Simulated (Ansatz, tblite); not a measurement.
Isomers of Nb$_{2}$O$_{2}$⁺ (doublet), found by a short tight-binding search and relaxed with r2SCAN-D4/def2-TZVP in Ansatz.

In the def2 sets Nb takes a core potential; there is no spin–orbit coupling. The xTB rows come from tblite.

Run but left out: HF/def2-TZVP, r2SCAN0-D4/def2-TZVP, PBE-QIDH/def2-TZVP, MP2/def2-TZVP, CCSD/def2-TZVP, CCSD(T)/def2-TZVP (A: ⟨S²⟩ 1.17 to 2.46, where a pure state has 0.75).

A: At PBE0-D4/def2-TZVP the charge 1 doublet is spin-contaminated (final ⟨S²⟩ up to 0.95, 0.75 for a pure state). B: It holds 1 O–O bond.

Other spin states were run for one of them alone.

A:

Cartesian coordinates in Å:
```
Nb -0.468 1.288 0.674
Nb -1.091 -1.051 -0.187
O 0.423 -1.458 -0.736
O 1.137 1.221 0.249
```

B:

Cartesian coordinates in Å:
```
Nb -0.621 -0.953 0.744
Nb 0.212 -0.555 -1.223
O 0.844 0.511 0.461
O -0.436 0.998 0.018
```

Estimate their order by electronic energy at PBE0-D4/def2-TZVP, counted from the lowest.

A (0.0) < B (71.2), in kcal/mol.

Do the other levels pick the same lowest one?

All that were run do. Energies above each level's lowest (kcal/mol):

```
              level    A      B
           GFN1-xTB  0.0  146.6
           GFN2-xTB  0.0  170.2
   PBE-D4/def2-TZVP  0.0   75.0
r2SCAN-D4/def2-TZVP  0.0   73.4
  PBE0-D4/def2-TZVP  0.0   71.2
```
Point groups (tolerance 0.1 Å): A C2v, B C2v. Lower isomers may exist.
